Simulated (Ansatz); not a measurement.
The same path of BrH + ClFGeH2 (7 atoms, charge 0, multiplicity 1) was run twice with different band settings. Lost on the way: Ge1–Cl2, Br6–H7. Made: Ge1–Br6, Cl2–H7.

All numbers below come from Ansatz 0.2.0, RKS B3LYP/def2-SVP.

Relaxed end points:

```xyz
7
Properties=species:S:1:pos:R:3
Ge 0.380 0.061 -0.110
Cl 0.235 0.376 2.038
H 1.813 -0.378 -0.426
F 0.138 1.617 -0.850
H -0.775 -0.846 -0.542
Br -3.584 -0.569 1.715
H -2.284 -0.142 2.141
```

```xyz
7
Properties=species:S:1:pos:R:3
Ge -0.346 0.266 -0.354
Cl -0.182 -1.144 3.025
H 0.777 0.972 0.408
F -0.369 0.937 -1.962
H -0.292 -1.256 -0.507
Br -2.389 0.851 0.610
H -1.276 -0.508 2.746
```

Common settings: movable images 5; climbing image yes; spring 5.0 eV/Å²; optimiser quadratic models (default); start path through a guess of the saddle point; iteration limit 60; end points relaxed.

| run | force threshold |
| --- | --- |
| 1 | 0.05 eV/Å |
| 2 | 0.2 eV/Å |

(1) What does each run give, and how far can it be trusted?

Answers

(1) Run 1: converged after 16 iterations, highest image 1.278 eV above the first end. A vibrational analysis at the climbing image gives one clearly imaginary mode, 408i cm⁻¹: a first-order saddle point.
Run 2: converged after 10 iterations, highest image 1.286 eV above the first end. The threshold of 0.2 eV/Å is loose, so the images may lie well off the minimum-energy path. The order of the point at the top wasn't checked.
The orbitals stay closed-shell, which can raise the energy where a bond breaks towards radicals; this wasn't checked here.
